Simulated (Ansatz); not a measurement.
Program: Ansatz. Geometries: PBE0-D4/def2-TZVP. ΔE: electronic, gas phase. CBS: MP2 limit from def2 TZ/QZ plus the TZ coupled-cluster correction, frozen cores. Functionals use def2-TZVPP. One conformer a species, not always the lowest.

Reaction (formal exchange of groups at a B–C bond): `[SiH3]NCBCl` + `CC(O)F` → `CC(O)(F)BCl` + `CN[SiH3]`

Q: Is it downhill or uphill in electronic energy at CCSD(T)/CBS, and by how much? (An estimate is asked.)

A: Ansatz gave: Uphill: ΔE = +20.0 kJ/mol.

Q: What do these levels give: PBE-D4, ωB97M-V, B2PLYP, MP2/def2-TZVPP, CCSD(T)/def2-TZVPP, MP2/CBS(def2)? (Estimate.)

A: Ansatz gave: PBE-D4 19.9, ωB97M-V 19.9, B2PLYP 20.0, MP2/def2-TZVPP 20.6, CCSD(T)/def2-TZVPP 19.3, MP2/CBS(def2) 21.4 kJ/mol.

Largest T1 diagnostic among the species: 0.012.
